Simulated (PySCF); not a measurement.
## Structure elucidation problem

The spectra below were simulated for a compound CH9BN2.

¹H NMR (400 MHz, computed): δ 2.70 (br, 2H), 2.41 (s, 3H), 1.89 (br s, 2H), 0.15 (br s, 2H).

¹³C{¹H} NMR (computed): δ 27.1 (CH3).

PySCF calculation with shieldings: GIAO PBE0/pcSseg-1, geometry: PBE0-D3(BJ)/def2-SVP and couplings computed with B3LYP/pcJ-1 (spin–dipole term only in couplings to heteroatoms); isolated molecule, one conformer, equivalent nuclei averaged, non-relativistic Hamiltonian.

Scale: ¹H and ¹³C against TMS (reference shieldings calculated alike).

Task: Propose a structure and justify it.

Result: 
- Carbon types of the structure: 1 × CH3, leaving 6 H on heteroatoms.
- δC 27.1: methyl carbon bonded to N; the inductive effect lowers its shielding.
- δH 2.70: hydrogen on a boron bonded to 2 N.
- δH 2.41: hydrogen on a methyl carbon bonded to N; its carbon carries N, hence the downfield position.
- δH 1.89: hydrogen on a donor nitrogen of a Lewis adduct; exchangeable, gas-phase position.
- δH 0.15: hydrogen on a nitrogen bonded to B; labile proton, position sensitive to the medium.

The compound is SMILES C[NH2+][BH2-]N.

OH/NH shifts are gas-phase values; hydrogen bonding in solution moves them, usually downfield. Hydrogens on boron are broadened and split by ¹¹B (spin 3/2, 80 %) and 10B (spin 3). Shifts are as computed. Against solution values, carbons near 30 ppm lie about +2 ppm off and those near 130 ppm about +5 ppm. Of 1211 compounds with measured shifts, 218 miss one by over three times the rms of a fit or turn the order of signals round; such compounds aren't used in these exercises. Couplings to exchangeable protons are dropped. Across freely rotating sp3–sp3 bonds, 3J(H,H) is taken as (2 J gauche + J anti)/3 from the one conformer, which assumes equal rotamer populations.
